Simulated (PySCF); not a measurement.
Working out the ionisation energy of Ge¹⁷⁺

Ge¹⁷⁺ [Ne] 3s2 3p3 (4S) → Ge¹⁸⁺ [Ne] 3s2 3p2 (3P). Calculation: PySCF 2.14, in an even-tempered Gaussian basis (18 s from 1.5 bohr⁻², ratio 2.5; 12 p from 2 bohr⁻², ratio 2.5; 5 d from 9.5 bohr⁻², ratio 2.7; 4 f from 14 bohr⁻², ratio 2.7); the spin-free X2C one-electron Hamiltonian (Gaussian nucleus). Frozen: 1s2; the 21 highest virtual orbitals dropped. Energies in hartree (1 hartree = 27.21139 eV):

| part | Ge¹⁷⁺ (lower) | Ge¹⁸⁺ (upper) |
| --- | --- | --- |
| UHF | -1944.000824 | -1919.735123 |
| CCSD correlation | -0.493166 | -0.479416 |
| (T) | -0.001985 | -0.002118 |

Task: What does Hartree-Fock give?

Result: (-1919.735123) − (-1944.000824) = 24.265701 hartree = 660.303 eV.

Task: What do CCSD and CCSD(T) give?

Result: The CCSD correlation energies differ by 0.013750 hartree = 0.374 eV and the triples by -0.000133 hartree = -0.004 eV, so CCSD gives 660.677 eV and CCSD(T) 660.673 eV.

Reference: 662.8 ± 1.9 eV (semi-empirical (NIST evaluation); NIST Atomic Spectra Database, ionization energies), between the lowest levels; spin-orbit coupling is absent from the calculation.

What remains against the reference includes basis incompleteness, the frozen core and higher excitations.
